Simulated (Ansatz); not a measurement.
**Energy profile**

The step: TiH₂Cl₄O₂ ([Cl][Ti]1([Cl])([Cl])([Cl])[OH][OH]1) → TiHCl₃O₂ ([Cl][Ti]1([Cl])([Cl])[O][OH]1) + HCl; bonds formed: Cl2–H6; dative contacts that become bonds: Ti1–O7; bonds broken: Ti1–Cl2, H6–O7 (atoms numbered as in the saddle structure below).

Ti1  (-0.331, 0.084, -0.657)
Cl2  (2.258, -0.428, -0.425)
Cl3  (-0.530, -1.518, -2.103)
Cl4  (-2.446, 0.427, -0.134)
Cl5  (0.191, 1.951, -1.651)
H6  (1.329, -0.891, 0.609)
O7  (0.105, -0.846, 1.080)
O8  (0.131, 0.553, 1.402)
H9  (-0.707, 0.668, 1.880)
(Å)

Electronic energies by CCSD(T) at an estimated basis limit (MP2 extrapolated from triple and quadruple zeta, plus CCSD(T) − MP2 in triple zeta), on PBE0-D4/def2-TZVP structures; TiH2Cl4O2, singlet; no counterpoise correction. Ansatz 0.2.0; basis: def2-TZVPP and def2-QZVPP; cores frozen in the correlated methods. Extrapolation: Hartree–Fock as exp(−7.88 √X), correlation as X^−2.97.

Question: Give the profile in kcal/mol, counted from the separated reactants. (An estimate is asked for; the value comes from the calculation.)

Answer: Computed:
| point | kcal/mol |
| --- | --- |
| separated: TiCl4 (linked as [Cl][Ti]([Cl])([Cl])[Cl]; Ti1, Cl2, Cl3, Cl4, Cl5; singlet) + H2O2 (linked as [OH][OH]; H6, O7, O8, H9; singlet) | 0.00 |
| start structure | -3.07 |
| saddle | 8.46 |
| end structure | -3.61 |
| separated: TiHCl3O2 (linked as [Cl][Ti]1([Cl])([Cl])[O][OH]1; Ti1, Cl3, Cl4, Cl5, O7, O8, H9; singlet) + HCl (Cl2, H6; singlet) | -0.83 |

No T1 diagnostic of these runs exceeds 0.026. The T1 diagnostic is large here, which may signal multireference character or strong orbital relaxation, so CCSD(T) is less sure.

For scale, one of the runs: CCSD(T)/def2-TZVPP, 322 basis functions, launched by `ansatz run in.yaml --threads 4 --pin off --events-out ev --progress --plain --max-ram 46080MiB --backend cuda --devices 0, --max-vram 37GiB`. Time: 15 s of wall clock on 4 CPU threads of an AMD EPYC 7R13 and a share of one NVIDIA H100; the host was shared. Peak host memory: 0.86 GiB.
